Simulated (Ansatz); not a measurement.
`[F][Ge]([SH])([Cl])[Cl]` + `C[Si]Cl` → `[SH][Ge]([Cl])([Cl])[Cl]` + `C[Si]F`  (redistribution)

Gas-phase electronic energies from Ansatz, PBE0-D4/def2-TZVP geometries. CCSD(T)/CBS is the MP2 limit (def2-TZVPP, def2-QZVPP) plus CCSD(T) − MP2 in def2-TZVPP, frozen cores. This one scheme is used for every species. DFT in def2-TZVPP. For Ge outer-core shells are correlated without core-valence functions, which leaves a few kJ/mol of doubt a bond. Scalar relativity is left out up to krypton. One conformer a species, not always the lowest.

```tsv
level	ΔE (eV)
PBE-D4	-0.36
HF/def2-TZVPP	-0.40
```

What does CCSD(T)/CBS give? (Estimate.)

Ansatz gave: -0.42 eV. The listed levels differ from it by 0.06, 0.02 eV.

Largest T1 diagnostic among the species: 0.014.

Leaving LDA and LC-ωPBE aside and taking each functional with its dispersion term where it has one, the values, not all of them listed here, spread over 0.10 eV, from BHLYP-D4 to revPBE-D4. LDA lies −0.04 eV from PBE without D4. From BLYP to BHLYP (50 % exact exchange), in def2-TZVPP and without D4, ΔE moves by −0.04 eV. At CCSD(T), def2-SVP lies +0.12 eV from the extrapolated value and def2-TZVPP +0.02 eV.
